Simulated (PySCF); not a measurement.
## Polarisability and C₆ of Cl (chlorine, neutral)

[Ne] 3s2 3p5, 2P determinant. All numbers are calculated (PySCF 2.14, scalar relativity by spin-free X2C-1e, in ANO-RCC-VTZP). Coupled (time-dependent) response in atomic units; α is the mean over directions. The basis has no added diffuse functions, which lowers α and C₆.

```csv
method,mean α (bohr³),"α xx, yy, zz",C₆ (like pair),S(−4)
UHF,11.65,"10.95, 12.00, 12.00",74.12,23.96
PBE,12.28,"11.40, 12.72, 12.72",79.96,27.49
PBE0,12.05,"11.23, 12.45, 12.45",77.62,26.21
r2SCANh,11.99,"11.21, 12.38, 12.38",78.89,24.74
revPBE,12.30,"11.42, 12.75, 12.75",80.14,27.57
```

S(−4) is the Cauchy moment in α(ω) = α(0) + S(−4) ω² + …

Reference α: 14.6 ± 0.1 bohr³ (recommended; Schwerdtfeger and Nagle, table of static dipole polarizabilities (2023 update)). Published C₆: 94.60 (Chu and Dalgarno (2004); Tang, Norbeck and Certain (1976)).

α(iu) at r2SCANh:

| u (hartree) | α(iu) (bohr³) |
| --- | --- |
| 0 | 11.99 |
| 0.0500 | 11.93 |
| 0.100 | 11.75 |
| 0.200 | 11.09 |
| 0.300 | 10.16 |
| 0.500 | 8.088 |
| 0.750 | 5.848 |
| 1.00 | 4.244 |
| 1.50 | 2.403 |
| 2.00 | 1.506 |
| 3.00 | 0.7385 |
| 5.00 | 0.2890 |

The components differ because the open shell of this determinant is not spherical; for a pure term their mean is the scalar polarisability.
